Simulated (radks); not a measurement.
Values are calculated unless marked as measured or tabulated.
Ionisation of neutral mercury, [Hg], to [Xe] 4f14 5d10 6s1 as the strength of local exchange is varied. Code: a radial shooting solver on a logarithmic mesh with Libxc functionals. Model: Dirac Kohn-Sham, Slater X-alpha exchange (alpha = 2/3 is LDA exchange), no correlation, spin-unpolarised, spherical densities, finite nucleus; Fermi nuclear charge, rms radius 5.4648 fm.

\begin{tabular}{lrrrrr}
alpha & E(Hg) (hartree) & exchange (hartree) & IE (eV) & -e of the level emptied (eV) & <r> of it (bohr) \\ \hline
0.605 & -19605.4593 & -320.9559 & 9.388 & 5.572 (6s1/2) & 2.769 \\
0.667 & -19638.3801 & -354.4798 & 9.903 & 6.038 (6s1/2) & 2.726 \\
0.692 & -19651.6712 & -368.0307 & 10.114 & 6.230 (6s1/2) & 2.709 \\
0.704 & -19658.0543 & -374.5418 & 10.216 & 6.323 (6s1/2) & 2.701 \\
0.856 & -19739.0978 & -457.3960 & 11.548 & 7.547 (6s1/2) & 2.604 \\
1.037 & -19836.0633 & -556.9733 & 13.223 & 9.110 (6s1/2) & 2.499 \\
\end{tabular}

NIST Atomic Spectra Database: 10.438 eV (measured). The Delta-SCF value meets it near alpha = 0.73. Spin polarisation and multiplet splitting are left out, so open shells lie too high by an amount that depends on their filling.

Beside tabulated values, note that spin-unpolarised runs miss the spin-polarisation part of the exchange energy of open shells.
